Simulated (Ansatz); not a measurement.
Basis sets compared for MgB₆ (the lowest singlet isomer of a short search). The state is a singlet with charge 0. Geometry PBE0-D4/def2-SVP. Ansatz on 4 threads of Intel Xeon on a shared host; times are rough, and most runs start from earlier orbitals.

| atom | x (Å) | y (Å) | z (Å) |
| --- | --- | --- | --- |
| Mg1 | 0.969 | -1.313 | 2.587 |
| B2 | 0.931 | 0.656 | -1.251 |
| B3 | -0.376 | 0.022 | 1.645 |
| B4 | -1.091 | -0.434 | 0.357 |
| B5 | -0.075 | 0.664 | -2.396 |
| B6 | 0.416 | 0.413 | 0.241 |
| B7 | -0.774 | -0.008 | -1.184 |

The restricted singlet is unstable towards broken spin symmetry in Hartree–Fock (as tested in another run); at PBE-D4/def2-SVP, PBE-D4/def2-TZVP, PBE-D4/def2-TZVPD, PBE0-D4/def2-SVP and others this wasn't settled. The structure comes from a short search, and lower isomers may exist.

Binding counts from free atoms (Mg singlet, B doublet) in the same basis, without a counterpoise term.

```
                          level  functions  energy (Eh)  HOMO (eV)  LUMO (eV)  binding per atom (eV)  wall time
                PBE-D4/def2-SVP        102    -348.3902      -4.83      -4.30                   4.00      1.3 s
 PBE-D4/def2-TZVP (with forces)        218    -348.6168      -4.86      -4.28                   3.94      2.7 s
               PBE0-D4/def2-SVP        102    -348.4153      -5.47      -3.75                   3.85      1.7 s
PBE0-D4/def2-TZVP (with forces)        218    -348.6407      -5.49      -3.72                   3.77      5.5 s
         CAM-B3LYP-D4/def2-TZVP        218    -348.8110      -6.40      -2.89                   3.49      4.7 s
```

(1) Estimate the rows for PBE-D4/def2-TZVPD, PBE0-D4/def2-TZVPD, CAM-B3LYP-D4/def2-TZVPD.

## Answers

(1) 
```tsv
level	functions	energy (Eh)	HOMO (eV)	LUMO (eV)	binding per atom (eV)	wall time
PBE-D4/def2-TZVPD	257	-348.6173	-4.86	-4.28	3.94	3.8 s
PBE0-D4/def2-TZVPD	257	-348.6410	-5.49	-3.72	3.77	5.5 s
CAM-B3LYP-D4/def2-TZVPD	257	-348.8115	-6.40	-2.89	3.49	14 s
```
